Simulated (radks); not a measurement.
Results of a calculation; reference values are marked as such.
How relativity changes the ionisation of neutral molybdenum ([Kr] 4d5 5s1) to Mo+ ([Kr] 4d5). Spin-unpolarised spherical Kohn-Sham, PBEsol, point nucleus unless stated (finite: rms radius 4.4091 fm), a radial shooting solver on a logarithmic mesh with Libxc functionals. A level marked "c x" has the speed of light scaled by that factor and shares open shells by 2j + 1; other Dirac levels either fill j = l - 1/2 first or share by 2j + 1.

level	E(Mo) (hartree)	E(Mo+) (hartree)	IE (eV)	HOMO	<r> HOMO (bohr)
non-rel.	-3974.88335	-3974.64370	6.521	5s	3.697
scalar-rel.	-4046.43747	-4046.18372	6.905	4d	2.000
scalar-rel., finite nucleus	-4046.38051	-4046.12676	6.905	4d	2.000
Dirac, 2j+1 shares	-4047.01959	-4046.76580	6.906	4d5/2	2.013
Dirac, low j first	-4047.03455	-4046.78164	6.882	4d5/2	2.021
Dirac, 2j+1 shares, finite nucleus	-4046.96252	-4046.70874	6.906	4d5/2	2.013
Dirac, c x 0.75	-4108.17804	-4107.91166	7.249	4d5/2	2.052
Dirac, c x 3	-3982.57368	-3982.33256	6.561	5s1/2	3.683
Dirac, c x 100	-3974.89023	-3974.65059	6.521	5s1/2	3.697

NIST Atomic Spectra Database: 7.092 eV (measured). The relativistic part of the total energy of Mo is -72.08 hartree (Dirac, 2j+1 shares, finite nucleus), 1.8 % of the non-relativistic value. Spin polarisation and multiplet splitting of open shells are left out at every level.

Beside tabulated values, note that relativity, absent from the non-relativistic runs, is large for the heavy elements, and spin-unpolarised runs miss the spin-polarisation part of the exchange energy of open shells.
